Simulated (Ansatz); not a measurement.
Cost and result for the atomization energy of C₂H₇ClO₂Sn, SMILES `C[O][SnH]([Cl])[O]C` (13 atoms, 12 bonds).

Cartesian coordinates in Å:
```
C 0.767 -0.806 1.861
O -0.543 -0.692 1.350
Sn -1.043 0.903 0.347
Cl -3.131 0.369 -0.479
O 0.200 1.077 -1.139
C 0.316 0.046 -2.098
H 1.531 -0.730 1.078
H 0.857 -1.790 2.327
H 0.984 -0.050 2.627
H -1.023 2.347 1.233
H 1.085 0.345 -2.814
H 0.618 -0.907 -1.648
H -0.620 -0.113 -2.645
```

The species carries charge 0 and has multiplicity 1. Correlated methods include outer-core shells of Sn, which these sets cover unevenly. Sn takes the def2 core potential. All single points use the PBE0-D4/def2-TZVP geometry. It is one conformer, not always the lowest. Program: Ansatz. All runs use 2 threads of an AMD EPYC 7R13 on a shared host and a share of an NVIDIA H100 80 GB. Times are those of one run each, without the atoms' runs, and a repeat can differ threefold. Electronic energies, without spin–orbit coupling; frozen cores. CCSD(T)/CBS adds CCSD(T) − MP2 in def2-TZVPP to the MP2 limit, and its time is that of the two runs behind it. T1 = 0.013. With those shells the extrapolation isn't a true limit. B3LYP takes the VWN-RPA correlation (the form of Gaussian; ORCA's B3LYP/G).

CCSD(T)/CBS is a level of theory with its own doubt, some kJ/mol a heavy atom from the limit and from the frozen cores, so smaller differences don't rank the functionals.

```csv
level,functions,wall time
PBE0-D4/def2-TZVPP,314,3.1 s
B3LYP-D4/def2-TZVPP (with forces),314,4 s
PBE-D4/def2-TZVPP (with forces),314,6 s
ωB97X-V/def2-TZVPP,314,6 s
r2SCAN-D4/def2-TZVPP (with forces),314,6.5 s
ωB97M-V/def2-TZVPP (with forces),314,7 s
MP2/def2-QZVPP,590,7.5 s
B2PLYP/def2-TZVPP,314,8 s
CCSD(T)/def2-TZVPP,314,13 s
CCSD(T)/CBS(def2),–,20 s
```

(1) What atomization energy does each give, and how far from CCSD(T)/CBS? (Estimate.)

Results:

(1) The calculation gave: 
| level | atomization (kJ/mol) | difference from CCSD(T)/CBS | per bond |
| --- | --- | --- | --- |
| PBE0-D4/def2-TZVPP | 4517.1 | -50.8 | -4.2 |
| B3LYP-D4/def2-TZVPP (with forces) | 4514.5 | -53.4 | -4.5 |
| PBE-D4/def2-TZVPP (with forces) | 4619.8 | 51.9 | 4.3 |
| ωB97X-V/def2-TZVPP | 4556.5 | -11.4 | -1.0 |
| r2SCAN-D4/def2-TZVPP (with forces) | 4544.1 | -23.8 | -2.0 |
| ωB97M-V/def2-TZVPP (with forces) | 4540.7 | -27.2 | -2.3 |
| MP2/def2-QZVPP | 4582.8 | 14.9 | 1.2 |
| B2PLYP/def2-TZVPP | 4471.7 | -96.2 | -8.0 |
| CCSD(T)/def2-TZVPP | 4426.0 | -141.9 | -11.8 |
| CCSD(T)/CBS(def2) | 4567.9 | 0.0 | 0.0 |

In def2-TZVPP, CCSD(T) changes the Hartree–Fock value by +1238.0 kJ/mol (the triples alone add +78.4 kJ/mol) and MP2 by +1309.3 kJ/mol; breaking electron pairs costs correlation energy, which Hartree–Fock lacks. From PBE to PBE0 (25 % exact exchange), in def2-TZVPP and without D4, the atomization energy moves by −98.5 kJ/mol: exact exchange takes away binding that semilocal exchange gives to molecules. The D4 term adds +48.0 kJ/mol with B3LYP and +25.8 kJ/mol with PBE0; it sums over pairs of atoms, weighted by their polarisabilities, and B3LYP, whose exchange is more repulsive, gets the larger term.

Spin–orbit coupling would lower the free Sn atoms strongly, and the atomization energy with them, by more than many differences here. For some Ge, Se and Sn compounds the MP2-based and the directly extrapolated limit differ by 10 to 25 kJ/mol.
